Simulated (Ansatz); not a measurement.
`OB(F)[NH][AlH2]` + `[NH2][GeH3]` → `OB(F)[NH][GeH3]` + `[NH2][AlH2]`  (ligand exchange at a B–N bond)

Isolated molecules relaxed with PBE0-D4/def2-TZVP in Ansatz; ΔE leaves out vibrations. CCSD(T)/CBS is the MP2 limit (def2-TZVPP, def2-QZVPP) plus CCSD(T) − MP2 in def2-TZVPP, frozen cores. This one scheme is used for every species. Functionals use def2-TZVPP. For Ge outer-core shells are correlated without core-valence functions, which leaves a few kJ/mol of doubt a bond. Scalar relativity is left out up to krypton. One conformer a species, not always the lowest.

`OB(F)[NH][AlH2]`:

Cartesian coordinates in Å:
```
O 0.258 1.285 1.871
B 0.085 0.866 0.585
F -0.035 1.792 -0.385
N 0.029 -0.506 0.252
Al -0.189 -1.290 -1.346
H 0.276 2.241 1.947
H 0.130 -1.109 1.057
H -0.202 -2.873 -1.339
H -0.352 -0.406 -2.642
```

`[NH2][GeH3]`:

```xyz
7

N    -0.502    0.769    0.712
Ge    0.210   -0.578   -0.325
H     0.194    1.308    1.210
H    -1.084    1.413    0.194
H    -0.973   -1.320   -0.965
H     1.160   -0.092   -1.446
H     0.995   -1.501    0.620
```

`OB(F)[NH][GeH3]`:

```xyz
10

O    -1.211    1.317   -0.422
B    -1.207   -0.043   -0.551
F    -2.275   -0.656   -1.093
N    -0.098   -0.785   -0.119
Ge    1.427   -0.069    0.639
H    -2.017    1.722   -0.748
H    -0.132   -1.784   -0.230
H     1.069    0.662    1.941
H     2.095    0.900   -0.346
H     2.349   -1.264    0.929
```

`[NH2][AlH2]`:

```xyz
6

N    -0.014    0.547   -0.762
Al    0.013   -0.483    0.673
H     0.085    0.218   -1.709
H    -0.132    1.547   -0.750
H     0.208   -2.040    0.462
H    -0.159    0.211    2.086
```

Task: Is it downhill or uphill in electronic energy at CCSD(T)/CBS, and by how much? (Best estimate.)

Result: The calculation gave: Downhill: ΔE = -14.6 kJ/mol.

Task: What do these levels give: PBE-D4, PBE0-D4, PBE, r2SCAN, PBE0, HF/def2-TZVPP, MP2/def2-TZVPP, SCS-MP2/def2-TZVPP, CCSD(T)/def2-TZVPP, MP2/def2-QZVPP, SCS-MP2/def2-QZVPP, CCSD/CBS(def2)? (Estimate.)

Result: The calculation gave: PBE-D4 -12.8, PBE0-D4 -12.8, PBE -11.7, r2SCAN -12.5, PBE0 -11.8, HF/def2-TZVPP -12.1, MP2/def2-TZVPP -14.4, SCS-MP2/def2-TZVPP -14.1, CCSD(T)/def2-TZVPP -13.9, MP2/def2-QZVPP -14.9, SCS-MP2/def2-QZVPP -14.5, CCSD/CBS(def2) -14.6 kJ/mol.

Largest T1 diagnostic among the species: 0.012.
